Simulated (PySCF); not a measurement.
F3S, charge -1, multiplicity 1. Atoms are numbered in the order given.

```xyz
4

F      0.0000     1.8524    -0.3087
S      0.0000     0.0000    -0.3835
F      0.0000    -1.8524    -0.3087
F      0.0000     0.0000     1.2991
```
Charge -1, spin multiplicity 1.

The structure is a stationary point at B3LYP-D3(BJ)/def2-SVPD. The spin state was assumed, not searched. The isomer is the one that the SMILES or the coordinates give; other isomers of the formula were not compared.

The numbers are results of PBE/def2-TZVPD (PySCF), not measurements.

The molecule is in vacuum. A positive occupied level means that this level leaves the electron formally unbound; only the finite basis holds it.

- total energy: -697.47252 hartree
- point group: C2v
- highest occupied level: 0.34 eV
- lowest empty level: 2.94 eV
- orbital gap: 2.60 eV
- dipole moment about the centre of nuclear charge: 0.15 D
- mean static polarisability: 43.1 bohr³ (6.38 Å³)
- polarisability, principal values: 36.0, 38.2, 55.0 bohr³
